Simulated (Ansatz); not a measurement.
Consider the ligand exchange at the Si–N bond: `CN(C)[Si]Cl` + CH₃OH → `CO[Si]Cl` + `CNC`.

Isolated molecules relaxed with PBE0-D4/def2-TZVP in Ansatz; ΔE leaves out vibrations. CBS: MP2 limit from def2 TZ/QZ plus the TZ coupled-cluster correction, frozen cores. This one scheme is used for every species. DFT in def2-TZVPP. Each species was taken in one conformer, which may not be the lowest.

```json
{"level": "B97M-V", "ΔE (kcal/mol)": "-7.8"}
{"level": "r2SCANh", "ΔE (kcal/mol)": "-6.9"}
```

Task: What does CCSD(T)/CBS give? (An estimate is asked.)

Result: The calculation gave: -6.1 kcal/mol. The listed levels differ from it by -1.7, -0.8 kcal/mol.

Largest T1 diagnostic among the species: 0.014.

At CCSD(T), def2-SVP lies +1.1 kcal/mol from the extrapolated value and def2-TZVPP −0.0 kcal/mol. In def2-TZVPP, CCSD(T) changes the Hartree–Fock value by +4.8 kcal/mol (the triples alone add +0.8 kcal/mol) and MP2 by +5.6 kcal/mol. The D4 term adds +1.6 kcal/mol with B3LYP and +0.9 kcal/mol with PBE0; it sums over pairs of atoms, weighted by their polarisabilities, and B3LYP, whose exchange is more repulsive, gets the larger term.

B3LYP here is the variant with VWN-RPA as its local correlation; programs differ in this.
